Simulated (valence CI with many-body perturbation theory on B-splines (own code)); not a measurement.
**Ta22+: input, log and results**

Computed by valence CI with perturbative core correlation (CI+MBPT): five valence electrons over a frozen Dirac-Fock core [Kr] 4d10, a basis of 7 s, 7 p, 7 d, 7 f, 4 g, 2 h functions for each j, with the one-electron correlation potential Σ1 (screened to all orders), the two-electron term Σ2, the three-electron term Σ3, Breit, model QED; selected single and double excitations, second order for the rest (own B-spline code, finite nucleus).

Command, and the settings that its task file holds:

```sh
python run_cv.py task.json out
```

```
atom Ta  Z=73  mass_number=181  rms_radius_fm=5.3507
core [Kr] 4d10
valence 4f5
avg = 1
basis = M
breit = 1
cap = 40000
capref = 1200
cscale = 1
de = 0.0
dress = 0
eps = 2e-08
h = 0.27
hh = 1
l2 = 3
lcore = 6
maxit = 60
n2 = 5
natural = 1
nlev = 45
nno = [4, 4, 4, 5, 3, 2]
nroot = 26
nsp = [3, 3, 3, 2, 1, 0]
pt2 = 1
qed = 1
rpa = 1
s1 = 1
s2 = 1
s3 = 1
screen = 1
tol = 2e-05
```

It took 15 min on 1 thread of Intel(R) Xeon(R) Platinum 8488C (Sapphire Rapids), on a shared host.

Log. The first blocks belong to the next ion, which gives the ionisation energy. Fields: 2J, parity (1 odd), roots, reference size, generating configurations, candidates as configurations/state functions, variational space P, stored matrix elements, Davidson steps; e2 is the range of second-order energies in hartree. The first line gives the box (bohr), its intervals, the orbitals and the steps of their self-consistent field. Window is the range of levels sought, series limit the energy at which the first omitted orbital would enter, core excitation an estimate of the first excitation out of the core, left out the lowest levels not solved, and shifts from estimates the range by which levels moved from their first estimate, all in cm⁻¹.

```
rmax 6.5 intervals 60 orbitals 61 references ['4f5', '4f4 5s', '4f4 5p', '4f3 5s2', '4f3 5s 5p'] scf 5 t 1.2
2J=8 par=0 roots 2 ref 59 generators 5 cand 2812/33428 P 336/3970 nnz 4.2e+06 it 12
2J=8 par=0 roots 2 ref 59 generators 10 cand 6870/104321 P 1434/16863 nnz 6e+07 it 12
   second order: generators 16 cand 9025/149425 e2 -0.00011 -0.00006
2J=10 par=0 roots 2 ref 48 generators 4 cand 2784/31300 P 262/3981 nnz 4.6e+06 it 9
2J=10 par=0 roots 2 ref 48 generators 9 cand 7756/114634 P 1494/19097 nnz 8.1e+07 it 11
   second order: generators 16 cand 11242/180865 e2 -0.00012 -0.00005
2J=12 par=0 roots 2 ref 39 generators 4 cand 2750/27095 P 314/3977 nnz 4.2e+06 it 6
2J=12 par=0 roots 2 ref 39 generators 7 cand 5973/76496 P 1764/18101 nnz 7.1e+07 it 8
   second order: generators 15 cand 10895/155738 e2 -0.00009 -0.00006
reference levels 1017, estimated 93, window 87275 1/cm; series limit 3192607, core excitation 1577522
2J=5 par=1 roots 8 ref 114 generators 6 cand 3637/94208 P 263/7952 nnz 1.6e+07 it 9
2J=5 par=1 roots 8 ref 114 generators 6 cand 3493/88787 P 878/23753 nnz 1.1e+08 it 12
   second order: generators 6 cand 2878/72986 e2 -0.00303 -0.00066
2J=7 par=1 roots 9 ref 125 generators 5 cand 3654/108043 P 197/7949 nnz 1.7e+07 it 8
2J=7 par=1 roots 9 ref 125 generators 5 cand 3544/102652 P 583/22630 nnz 1.1e+08 it 11
   second order: generators 6 cand 8528/533395 e2 -0.00359 -0.00124
2J=9 par=1 roots 8 ref 121 generators 5 cand 3662/110576 P 205/7967 nnz 1.8e+07 it 10
2J=9 par=1 roots 8 ref 121 generators 5 cand 3550/105209 P 584/22545 nnz 1.1e+08 it 13
   second order: generators 6 cand 8541/521405 e2 -0.00420 -0.00131
2J=3 par=1 roots 6 ref 88 generators 5 cand 3629/69365 P 319/7955 nnz 1.6e+07 it 9
2J=3 par=1 roots 6 ref 88 generators 5 cand 3436/63993 P 1118/24154 nnz 1.2e+08 it 10
   second order: generators 6 cand 8007/314548 e2 -0.00130 -0.00042
2J=1 par=1 roots 4 ref 47 generators 4 cand 3525/35839 P 616/7978 nnz 1.4e+07 it 7
2J=1 par=1 roots 4 ref 47 generators 4 cand 3108/30391 P 2415/26480 nnz 1.3e+08 it 8
   second order: generators 7 cand 13466/354407 e2 -0.00017 -0.00005
2J=11 par=1 roots 8 ref 106 generators 5 cand 3645/103493 P 214/7986 nnz 1.7e+07 it 11
2J=11 par=1 roots 8 ref 106 generators 5 cand 3520/98054 P 615/22983 nnz 1.1e+08 it 12
   second order: generators 5 cand 3119/83057 e2 -0.00412 -0.00136
2J=13 par=1 roots 6 ref 81 generators 4 cand 3573/89366 P 231/7989 nnz 1.7e+07 it 14
...
2J=17 par=1 roots 4 ref 36 generators 3 cand 3107/47554 P 1109/23371 nnz 1.3e+08 it 9
   second order: generators 5 cand 9329/317310 e2 -0.00093 -0.00054
2J=19 par=1 roots 3 ref 20 generators 3 cand 2971/36216 P 396/7989 nnz 1.6e+07 it 5
2J=19 par=1 roots 3 ref 20 generators 3 cand 2714/30744 P 1630/23796 nnz 1.3e+08 it 6
   second order: generators 5 cand 8316/220835 e2 -0.00025 -0.00019
2J=21 par=1 roots 2 ref 9 generators 3 cand 2492/22544 P 663/7971 nnz 1.5e+07 it 5
2J=21 par=1 roots 2 ref 9 generators 3 cand 2017/17070 P 1957/20557 nnz 9.4e+07 it 5
   second order: generators 4 cand 5476/113801 e2 -0.00004 -0.00004
left out: unestimated 123922, estimated 93579, shifts from estimates 0 to 242
operators 4.8
```

The Davidson iterations converged.

No measured levels were compared; by estimate terms of the open shell hold to a few per cent of their energy, and close levels can change places. Core correlation moves these levels by up to 3400 cm⁻¹, and in measured spectra 5 to 20 % of such shifts remained as error; rates that hang on mixing are uncertain with them. Among the levels kept, up to 900 cm⁻¹ of a level comes from second order outside the variational space, and about a tenth of that is noise between levels of different J, which matters for small intervals. Only levels of the ground parity were solved; by the run's estimate the other parity begins above the list, which can be wrong where configurations are misplaced.

```
Valence energy                            : -133.7612 hartree
Ionisation energy                         : 631.97 eV (NIST: 660 ± 30 eV (theoretical))
Reference configurations for the orbitals : 4f5, 4f4 5s, 4f4 5p, 4f3 5s2, 4f3 5s 5p
Radial orbitals                           : 61
Box radius                                : 6.492 bohr
Largest variational space                 : 26480
Lowest levels                             : 4f⁵ ⁶H°_5/2 0.0, 4f⁵ ⁶H°_7/2 8403, 4f⁵ ⁶H°_9/2 16291, 4f⁵ ⁶F°_3/2 21473, 4f⁵ ⁶F°_5/2 [a] 21824, 4f⁵ ⁶F°_1/2 21933, 4f⁵ ⁶H°_11/2 23331, 4f⁵ ⁶F°_7/2 29036, 4f⁵ ⁶H°_13/2 29473, 4f⁵ ⁶H°_15/2 34130, 4f⁵ ⁶F°_9/2 36696, 4f⁵ ⁶F°_5/2 [b] 43347, 4f⁵ ⁶F°_11/2 44093, 4f⁵ ⁴M°_15/2 47588 cm⁻¹
```

Names give the largest LS component (configuration and term), which can be under half, so a name can repeat, a term be missing and a line seem to break the LS rules; names also repeat where a configuration has a term twice. Letters in brackets count levels of one name in rising energy.
